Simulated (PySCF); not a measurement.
AgCl, SMILES [Cl][Ag], multiplicity 1.

Geometry optimised at PBE0-D3(BJ)/def2-TZVPD. The multiplicity is an assumed one; other spin states were not compared. The def2 effective core potentials stand for the cores of Ag; spin–orbit coupling is left out.

Level of theory: PySCF with ωB97X/def2-TZVPD.

Isolated molecule, no solvent.

Computed frontier levels, gap, dipole moment and polarisability:
```json
{
  "highest_occupied_level": "-9.92 eV",
  "lowest_empty_level": "-1.25 eV",
  "orbital_gap": "8.66 eV",
  "dipole_moment": "1.284 e·Å",
  "quadrupole, principal values (traceless, Buckingham form, about the centre of nuclear charge)": "-1.59, 0.80, 0.80 D·Å",
  "mean_static_polarisability": "39.3 bohr³ (5.82 Å³)",
  "polarisability_principal_values": "33.9, 33.9, 50.0 bohr³"
}
```
